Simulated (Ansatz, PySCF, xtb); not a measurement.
Pair of molecules: H4Sn (SMILES [SnH4]) (first 5 atoms) with HF (SMILES F); geometry from B3LYP-D3(BJ)/def2-TZVP.
(charge 0, multiplicity 1):
```csv
atom,x (Å),y (Å),z (Å)
Sn,0.1492,0.2715,0.1369
H,-1.4909,0.3175,-0.3203
H,0.3453,-0.9630,1.3251
H,1.1387,-0.1504,-1.1863
H,0.6431,1.7522,0.8185
F,-1.0315,-0.6941,3.5441
H,-0.4964,-0.9005,2.8090
```

Interaction energies are E(AB) − E(A) − E(B) at the monomers' geometry in the complex; basis-set methods are counterpoise corrected. Rows marked so take none.

Rows in 3-21G carry no dispersion term and start afresh at each structure; the Pople sets are all-electron and without relativity.

Codes used: Ansatz (Gaussian orbitals); PySCF for 3-21G rows, the dispersion terms; xtb for the GFN methods.  In def2 rows elements past Kr take small-core potentials, without spin–orbit coupling.

One of these levels gives -1.22 kcal/mol for the interaction energy. Name it.
A. revPBE/def2-TZVPPD
B. revPBE-D3(BJ)/def2-TZVPPD
C. GFN1-xTB
D. HF/3-21G (no counterpoise)

A, revPBE/def2-TZVPPD. The others give -2.11 (GFN1-xTB), -1.63 (HF/3-21G (no counterpoise)), -2.48 (revPBE-D3(BJ)/def2-TZVPPD)

Ansatz is a first-principles code.
